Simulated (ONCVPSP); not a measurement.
## Ce (Z = 58): excitation energies, all-electron against ONCV

| Property | Result |
| --- | --- |
| Element | cerium |
| Generator | ONCVPSP 4.0.1 |
| Type | optimised norm-conserving Vanderbilt (ONCV) |
| Functional | PBEsol |
| Relativity | scalar-relativistic |
| Frozen core | [Kr] 4d10 |
| Valence charge | 12 |
| Reference configuration | 4f1 5s2 5p6 5d1 (charge +2) |
| Partial waves | 5s: rc 2.10 bohr, ncon 4, nbas 8, qcut 4.7 1/bohr, 2 projectors, debl 3.8 Ha; 5p: rc 1.80 bohr, ncon 4, nbas 7, qcut 5.1 1/bohr, 2 projectors, debl 3.5 Ha; 5d: rc 2.55 bohr, ncon 4, nbas 8, qcut 3.4 1/bohr, 2 projectors, debl 2.3 Ha; 4f: rc 1.65 bohr, ncon 4, nbas 8, qcut 12.3 1/bohr, 3 projectors, debl 1.6 Ha |
| Local potential | polynomial inside 1.60 bohr (lpopt 5, dvloc0 0 Ha) |
| Core correction | Teter function fitted to the true core (icmod 2), fcfact 0.5 |

Energies are relative to the spin-unpolarised reference configuration 4f1 5s2 5p6 5d1; without spin polarisation the order of configurations can differ from experiment.

```tsv
valence configuration	charge	ΔE all-electron (eV)	error AE − PS (meV)
4f1 5s2 5p6 5d1 6s2	0	-17.141	+18
4f1 5s2 5p6 5d1 6s1	+1	-11.038	+12
```

Q: What are ΔE and the potential's error for 4f1 5s2 5p6 5d0?

A: ΔE = 19.137 eV all-electron; the error (AE − PS) is -0.6 meV.

Q: What are ΔE and the potential's error for 4f2 5s2 5p6 5d1?

A: ΔE = -11.059 eV all-electron; the error (AE − PS) is -15 meV.

Levels in the configuration 4f1 5s2 5p6 5d1 6s2:

```json
{"level": "4f", "all-electron (eV)": "-5.423", "pseudo (eV)": "-5.350"}
{"level": "5s", "all-electron (eV)": "-40.613", "pseudo (eV)": "-40.576"}
{"level": "5p", "all-electron (eV)": "-23.225", "pseudo (eV)": "-23.210"}
{"level": "5d", "all-electron (eV)": "-3.073", "pseudo (eV)": "-3.071"}
{"level": "6s", "all-electron (eV)": "-3.770", "pseudo (eV)": "-3.773"}
```

Note: no bound ghost flagged; GHOST(+) flagged for s at 70.7 eV.
